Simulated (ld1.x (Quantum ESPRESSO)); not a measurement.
**PBEsol RRKJ dataset for Sn (Z = 50), scalar-relativistic all-electron reference.**

tin (Sn), norm-conserving RRKJ (Kleinman–Bylander form), made with ld1.x (Quantum ESPRESSO) 7.5 (PBEsol, scalar-relativistic). Core [Kr], reference 4d10 5s1.5 5p2.5. Waves: 5s (bound): rc 1.60 bohr; 5p (bound): rc 2.25 bohr; 4d (bound): rc 1.70 bohr. Local part: all-electron potential smoothed inside 1.45 bohr (lloc = -1). Core correction: none.

All-electron outer shells of the reference configuration (PBEsol, scalar-relativistic, ld1.x):

```csv
shell,level (eV),outermost node (bohr),outermost maximum (bohr)
4s,-134.53,0.40,0.74
4p,-90.35,0.41,0.79
4d,-26.55,0.39,0.88
5s,-11.04,0.98,2.01
5p,-4.03,1.09,2.52
```

Problem. Does this generation succeed?

Solution. No. ld1.x (Quantum ESPRESSO) 7.5 stopped with "compute_chi: n is too large": the Bessel-function wave could not be built (negative determinant in compute_phi), and the routine for χ then failed on it.
